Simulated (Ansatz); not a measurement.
Cost and result for the atomization energy of CH₃BrFGe (`[CH3][Ge]([F])[Br]`) radical (7 atoms, 6 bonds).

Total charge 0; spin multiplicity 2. Correlated methods include outer-core shells of Br, Ge, which these sets cover unevenly. Scalar relativity is left out up to krypton. Geometry: relaxed with PBE0-D4/def2-TZVP. Program: Ansatz. Hardware: A = 2 threads of an AMD EPYC 7R13 on a shared host; B = 2 threads of an AMD EPYC 7R13 on a shared host and a share of an NVIDIA H100 80 GB. Times are those of one run each, without the atoms' runs, and a repeat can differ threefold. Electronic energies, without spin–orbit coupling; frozen cores. CCSD(T)/CBS adds CCSD(T) − MP2 in def2-TZVPP to the MP2 limit, and its time is that of the two runs behind it. T1 = 0.012; ⟨S²⟩ of the reference is 0.76. With those shells the extrapolation isn't a true limit. B3LYP takes the VWN-RPA correlation (the form of Gaussian; ORCA's B3LYP/G). HSE06 is the plane-wave form, built on full-range PBE exchange.

CCSD(T)/CBS is a level of theory with its own doubt, some kJ/mol a heavy atom from the limit and from the frozen cores, so smaller differences don't rank the functionals.

| level | functions | wall time |
| --- | --- | --- |
| LDA (SPW92)/def2-TZVPP [A] | 200 | 2.1 s |
| CCSD(T)/def2-SVP [B] | 107 | 2.6 s |
| PBE-D4/def2-TZVPP (with forces) [A] | 200 | 4.2 s |
| MP2/def2-QZVPP [B] | 382 | 4.6 s |
| PBE0-D4/def2-TZVPP [A] | 200 | 6.5 s |
| HSE06-D4/def2-TZVPP [A] | 200 | 7.5 s |
| BHLYP-D4/def2-TZVPP [A] | 200 | 7.5 s |
| B3LYP-D4/def2-TZVPP (with forces) [A] | 200 | 8 s |
| CCSD(T)/def2-TZVPP [B] | 200 | 8 s |
| PBE-QIDH/def2-TZVPP [A] | 200 | 9.5 s |
| B2PLYP/def2-TZVPP [A] | 200 | 10 s |
| CCSD(T)/CBS(def2) | – | 13 s |
| B97M-V/def2-TZVPP [A] | 200 | 16 s |

(1) What atomization energy does each give, and how far from CCSD(T)/CBS? (An estimate is asked.)

Answers

(1) Ansatz gave: 
| level | atomization (kJ/mol) | difference from CCSD(T)/CBS | per bond |
| --- | --- | --- | --- |
| LDA (SPW92)/def2-TZVPP [A] | 2679.8 | 353.5 | 58.9 |
| CCSD(T)/def2-SVP [B] | 2169.6 | -156.7 | -26.1 |
| PBE-D4/def2-TZVPP (with forces) [A] | 2375.9 | 49.6 | 8.3 |
| MP2/def2-QZVPP [B] | 2356.1 | 29.8 | 5.0 |
| PBE0-D4/def2-TZVPP [A] | 2326.0 | -0.3 | -0.1 |
| HSE06-D4/def2-TZVPP [A] | 2327.7 | 1.4 | 0.2 |
| BHLYP-D4/def2-TZVPP [A] | 2241.3 | -85.0 | -14.2 |
| B3LYP-D4/def2-TZVPP (with forces) [A] | 2311.5 | -14.8 | -2.5 |
| CCSD(T)/def2-TZVPP [B] | 2271.3 | -55.0 | -9.2 |
| PBE-QIDH/def2-TZVPP [A] | 2315.2 | -11.1 | -1.9 |
| B2PLYP/def2-TZVPP [A] | 2295.2 | -31.1 | -5.2 |
| CCSD(T)/CBS(def2) | 2326.3 | 0.0 | 0.0 |
| B97M-V/def2-TZVPP [A] | 2336.6 | 10.3 | 1.7 |

Leaving LDA and LC-ωPBE aside and taking each functional with its dispersion term where it has one, the values spread over 134.6 kJ/mol, from BHLYP-D4 to PBE-D4. LDA lies +318.9 kJ/mol from PBE without D4, its usual overbinding. From r2SCAN to r2SCAN0 (25 % exact exchange), in def2-TZVPP and without D4, the atomization energy moves by −47.9 kJ/mol: exact exchange takes away binding that semilocal exchange gives to molecules. The D4 term adds +24.5 kJ/mol with B3LYP and +12.7 kJ/mol with PBE0; it sums over pairs of atoms, weighted by their polarisabilities, and B3LYP, whose exchange is more repulsive, gets the larger term.
